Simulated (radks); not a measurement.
Q: Calculated with a radial shooting solver on a logarithmic mesh with Libxc functionals: scalar-relativistic Kohn-Sham, LDA (Slater exchange, Perdew-Wang correlation), spin-polarised, spherical densities, finite nucleus; open shells are filled with parallel spins first (spin-orbit coupling, left out, can overturn this in heavy ions); Fermi nuclear charge, rms radius of each element as measured or else 0.836 A^(1/3) + 0.57 fm. Response by self-consistent Sternheimer equations with the Hartree and adiabatic LDA kernel, the relativistic mass of each level held fixed and spin-orbit coupling left out. For heavy and open-shell atoms this level of theory can miss by tens of per cent. Rank F, Zn, Fe, Re+, Xe3+ (NIST ground configurations) by static dipole polarisability, largest first.

A: Fe 56.13, Zn 36.16, Re+ 29.07, Xe3+ 9.331, F 4.212 bohr^3.
